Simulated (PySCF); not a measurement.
Working out the ionisation energy of Ar+

Ar+ [Ne] 3s2 3p5 (2P) → Ar(2+) [Ne] 3s2 3p4 (3P). Computed with PySCF 2.14 in aug-cc-pCVTZ-DK with one added diffuse shell each of s, p, d, f type (9s8p6d4f, 91 functions), with scalar relativity by spin-free X2C-1e. Frozen: nothing. Energies in hartree (1 hartree = 27.21139 eV):

```
             part  Ar+ (lower)  Ar(2+) (upper)
              UHF  -528.087495     -527.119071
MP2 opposite-spin    -0.379653       -0.350522
    MP2 same-spin    -0.138199       -0.128890
```

What does Hartree-Fock give?

(-527.119071) − (-528.087495) = 0.968424 hartree = 26.352 eV.

What do MP2 and SCS-MP2 (6/5 opposite-spin, 1/3 same-spin) give?

The opposite-spin parts differ by 0.793 eV and the same-spin parts by 0.253 eV. MP2: 26.352 + (0.793) + (0.253) = 27.398 eV. SCS-MP2: 26.352 + 1.2 × (0.793) + (0.253)/3 = 27.388 eV.

A first-order spin-orbit estimate adds -0.007 eV to MP2 (all electrons), giving 27.391 eV against 27.630 eV (measured; NIST Atomic Spectra Database, ionization energies).

What remains against the reference includes basis incompleteness and correlation beyond second order.
